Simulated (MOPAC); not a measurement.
Input for MOPAC: PM7 on FHMgSe (SMILES [F][Mg][SeH]), a point of a bond scan (R = 3.392 Å).

```
PM7 1SCF PRECISE CHARGE=0 THREADS=1
FHMgSe

Mg     0.53471100 1    -1.04785740 1     0.34360513 1
F      1.29905719 1    -2.54739150 1     0.84087691 1
Se    -0.50665601 1     1.00609324 1    -0.37394579 1
H     -1.36935475 1     1.66745585 1     2.83903631 1
```

The log:

```
*******************************************************************************
 **                                                                           **
 **                              MOPAC v23.2.5                                **
 **                                                                           **
 *******************************************************************************
 ** MOPAC's Digital Object Identifier: https://doi.org/10.5281/zenodo.6511958 **
 **                                                                           **
 ** Please cite the open-source release paper for use of this MOPAC version:  **
 ** J. E. Moussa and J. J. P. Stewart (2026)                                  **
 ** MOPAC: An open-source semiempirical molecular orbital program             **
 ** J. Open Source Softw., 11(119), 8025, https://doi.org/10.21105/joss.08025 **
 *******************************************************************************

                              PM7 CALCULATION RESULTS

 *******************************************************************************
 *  PM7        - The PM7 Hamiltonian to be used
 *
 *
 *
 *                 CHARGE ON SYSTEM = 0
 *
 *
 *
 *  PRECISE    - TIGHTER CRITERIA TO BE USED
 *  1SCF       - DO 1 SCF AND THEN STOP
 *  THREADS=1  - MULTI-THREADING NOT USED
 *  T=         - A TIME OF 172800.0 SECONDS REQUESTED
 *  DUMP=N     - RESTART FILE WRITTEN EVERY 7200.0 SECONDS REQUESTED
 *******************************************************************************
PM7 1SCF PRECISE CHARGE=0 THREADS=1
 FHMgSe

   ATOM   CHEMICAL          X               Y               Z
  NUMBER   SYMBOL      (ANGSTROMS)     (ANGSTROMS)     (ANGSTROMS)

     1      Mg          0.53471100  *  -1.04785740  *   0.34360513  *
     2       F          1.29905719  *  -2.54739150  *   0.84087691  *
     3      Se         -0.50665601  *   1.00609324  *  -0.37394579  *
     4       H         -1.36935475  *   1.66745585  *   2.83903631  *



          CARTESIAN COORDINATES

    NO.       ATOM           X           Y           Z

     1        Mg          0.5347     -1.0479      0.3436
     2         F          1.2991     -2.5474      0.8409
     3        Se         -0.5067      1.0061     -0.3739
     4         H         -1.3694      1.6675      2.8390

 General Reference for PM7:
 "Optimization of Parameters for Semiempirical Methods VI: More Modifications to the
 NDDO Approximations and Re-optimization of Parameters", J. J. P. Stewart, J. Mol. Mod., 1:32, 19 (2013)
 https://link.springer.com/article/10.1007/s00894-012-1667-x

           Empirical Formula: H Mg F Se  =     4 atoms



      MOLECULAR POINT GROUP   :   Cs


      RHF CALCULATION, NO. OF DOUBLY OCCUPIED LEVELS = 8


 -------------------------------------------------------------------------------
 PM7 1SCF PRECISE CHARGE=0 THREADS=1
 FHMgSe



     1SCF WAS SPECIFIED, SO BFGS WAS NOT USED
     SCF FIELD WAS ACHIEVED


                              PM7 CALCULATION
                                                       MOPAC v23.2.5 Linux




          FINAL HEAT OF FORMATION =        285.03533 KCAL/MOL =    1192.58781 KJ/MOL


          COSMO AREA              =        117.57 SQUARE ANGSTROMS
          COSMO VOLUME            =         95.57 CUBIC ANGSTROMS

          IONIZATION POTENTIAL    =          7.801202 EV
          HOMO LUMO ENERGIES (EV) =         -7.801 -3.380
          NO. OF FILLED LEVELS    =          8
          MOLECULAR WEIGHT        =        123.2713         POINT GROUP:  Cs

          MOLECULAR DIMENSIONS (Angstroms)

            Atom       Atom       Distance
            H     4    F     2     5.37383
           Se     3    F     2     2.63014
            H     4   Mg     1     0.00000


          SCF CALCULATIONS        =          1





   ATOM   CHEMICAL          X               Y               Z
  NUMBER   SYMBOL      (ANGSTROMS)     (ANGSTROMS)     (ANGSTROMS)

     1      Mg          0.53471100  *  -1.04785740  *   0.34360513  *
     2       F          1.29905719  *  -2.54739150  *   0.84087691  *
     3      Se         -0.50665601  *   1.00609324  *  -0.37394579  *
     4       H         -1.36935475  *   1.66745585  *   2.83903631  *

                             CARTESIAN COORDINATES

   1   Mg        0.534711000    -1.047857400     0.343605130
   2    F        1.299057190    -2.547391500     0.840876910
   3   Se       -0.506656010     1.006093240    -0.373945790
   4    H       -1.369354750     1.667455850     2.839036310


           Empirical Formula: H Mg F Se  =     4 atoms



      MOLECULAR POINT GROUP   :   Cs


                  EIGENVALUES
 -35.75129 -22.21362 -13.13555 -12.99609 -12.99531 -10.12023  -8.08287  -7.80120
  -3.37959   0.71472   0.90219   0.90898   3.54207


              NET ATOMIC CHARGES AND DIPOLE CONTRIBUTIONS

  ATOM NO.   TYPE          CHARGE      No. of ELECS.   s-Pop       p-Pop
    1         Mg           0.848645        1.1514     0.74489     0.40646
    2          F          -0.641438        7.6414     1.97075     5.67069
    3         Se          -0.424822        6.4248     1.97631     4.44851
    4          H           0.217615        0.7824     0.78239
 DIPOLE           X         Y         Z       TOTAL
 POINT-CHG.    -2.220     3.267     2.540     4.696
 HYBRID         0.587    -1.161     0.417     1.366
 SUM           -1.633     2.106     2.958     3.981


          ATOMIC ORBITAL ELECTRON POPULATIONS

     Atom    s        px        py        pz
    1 Mg   0.74489   0.09187   0.26052   0.05406
    2  F   1.97075   1.92871   1.78402   1.95796
    3 Se   1.97631   1.80935   1.43882   1.20034
    4  H   0.78239

 **********************
 *                    *
 * JOB ENDED NORMALLY *
 *                    *
 **********************




 == MOPAC DONE ==
```

The run finished.

Cost: very roughly 0.010 core-seconds.
